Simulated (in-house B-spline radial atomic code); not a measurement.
Br²⁺. Computed with a B-spline radial atomic code. Model: non-relativistic spherical atom: semilocal Troullier-Martins pseudo-atom, one channel per l, against all electrons, high spin, G0W0 and RPA with empty states to l = 8, local potential for every l without a channel, a model core (radius 0 = none) keeps its share of the functional.

What the tables leave out is listed at the end.

The pseudopotential gives back the lowest level of each angular momentum of its own functional in the configuration it was made in; a second state of the same l is only approximately right. Exact exchange, RPA and GW see the smooth pseudo-orbitals and miss the exchange with the core, for which the functional's share stands in. The column with an uncorrelated core keeps all orbitals and exact exchange, and so separates missing core correlation from pseudisation. Only the three outermost levels and the lowest empty one were computed. RPA here is direct RPA, with no exchange kernel, and its energies carry an (l + 1/2)⁻⁴ tail. A hybrid on a potential with a model core restores only its own semilocal share of the core's exchange.

Command:
```bash
python run_psgw.py task.json out
```
Settings (lengths in bohr, energies in hartree):
```
Z                      35
electrons              33
configuration          [Ar] 3d10 4s2 4p3
generated_in           [Ar] 3d10 4s2 4p5
functional             pbe,pbe
core_shells            4
radius_factor          1.3
core_correction        False
```

Time taken, with all properties: 38 s on 1 thread of Arm Neoverse N1 (shared host).

Given: made with PBE; model core radius 0 bohr; local radius 0.814 bohr; mean-field start PBE.

Valence shells of the generating configuration: 3p, 3d, 4s, 4p.

Channel: s 1.878, p 0.626, d 1.663 (radii in bohr).

Computed: largest level miss in the spin-unpolarised generating configuration 0.074 eV; valence RPA correlation energy all-electron orbitals -1.4288 hartree; valence RPA correlation energy pseudo -1.4223 hartree; all-electron RPA polarisability, core included 7.3946 bohr³.

```
          level  occupied  mean-field all-electron (eV)  mean-field pseudo minus all (eV)  G0W0 all-electron (eV)  G0W0 uncorrelated core minus all (eV)  G0W0 pseudo minus all (eV)  exchange self-energy all-electron (eV)  exchange self-energy pseudo (eV)
          4p up         1                       -29.401                            -0.141                 -35.242                                  0.003                       0.052                                 -23.003                            -21.56
        4s down         1                        -38.95                            -0.149                 -44.624                                 -0.098                      -2.252                                 -20.434                           -22.081
4p down (empty)         0                        -26.17                            -0.186                 -21.855                                  0.005                       0.289                                 -6.8032                           -5.3277
```

Q: What is the pseudo-atom RPA polarisability?

A: 7.0306 bohr³.

Given: mean-field start PBE0.

Computed: valence RPA correlation energy all-electron orbitals -1.3787 hartree; all-electron RPA polarisability, core included 6.7224 bohr³; pseudo-atom RPA polarisability 6.3771 bohr³.

| level | occupied | mean-field all-electron (eV) | mean-field pseudo minus all (eV) | G0W0 all-electron (eV) | G0W0 uncorrelated core minus all (eV) | G0W0 pseudo minus all (eV) | exchange self-energy all-electron (eV) | exchange self-energy pseudo (eV) |
| --- | --- | --- | --- | --- | --- | --- | --- | --- |
| 4p up | 1 | -31.054 | 0.011 | -35.379 | 0.003 | 0.139 | -22.946 | -21.5 |
| 4s down | 1 | -40.215 | -0.91 | -44.591 | -0.093 | -2.487 | -20.22 | -22.822 |
| 4p down (empty) | 0 | -24.77 | -0.003 | -21.693 | 0.005 | 0.327 | -6.5074 | -5.1117 |

Q: What is the valence RPA correlation energy pseudo?

A: -1.3816 hartree.

Given: mean-field start Hartree-Fock.

Computed: valence RPA correlation energy pseudo -1.2754 hartree; all-electron RPA polarisability, core included 5.4764 bohr³; pseudo-atom RPA polarisability 5.1901 bohr³.

| level | occupied | mean-field all-electron (eV) | mean-field pseudo minus all (eV) | G0W0 all-electron (eV) | G0W0 uncorrelated core minus all (eV) | G0W0 pseudo minus all (eV) | exchange self-energy all-electron (eV) | exchange self-energy pseudo (eV) |
| --- | --- | --- | --- | --- | --- | --- | --- | --- |
| 4p up | 1 | -35.151 | 0.566 | -35.651 | 0.004 | 0.455 | -22.629 | -21.148 |
| 4s down | 1 | -42.46 | -4.06 | -44.469 | -0.077 | -2.901 | -19.558 | -25.582 |
| 4s up | ? | ? | ? | ? | ? | ? | ? | ? |
| 4p down (empty) | 0 | -19.477 | 0.548 | -21.377 | 0.004 | 0.554 | -5.5192 | -4.2766 |

Q: What belongs in the row 4s up?

A: occupied: 1; mean-field all-electron (eV): -52.062; mean-field pseudo minus all (eV): -2.561; G0W0 all-electron (eV): -49.564; G0W0 uncorrelated core minus all (eV): -0.073; G0W0 pseudo minus all (eV): -2.49; exchange self-energy all-electron (eV): -29.196; exchange self-energy pseudo (eV): -32.26.

Q: What is the valence RPA correlation energy all-electron orbitals?

A: -1.2539 hartree.

Among the listed levels the largest G0W0 shift of the pseudo-atom is -2.90 eV, for 4s down on the Hartree-Fock start, while leaving the core uncorrelated moves that level by -0.08 eV. So pseudisation and the lost core exchange, not the missing core correlation, make the error. Not in the tables (levels of low weight, unsolved or above zero; the highest and the empty levels are kept at any weight): on PBE the G0W0 levels 4s up (pseudo minus all -2.58 eV, weights 0.26 and 0.30); on PBE0 the G0W0 levels 4s up (pseudo minus all -5.38 eV, weights 0.32 and 0.37).
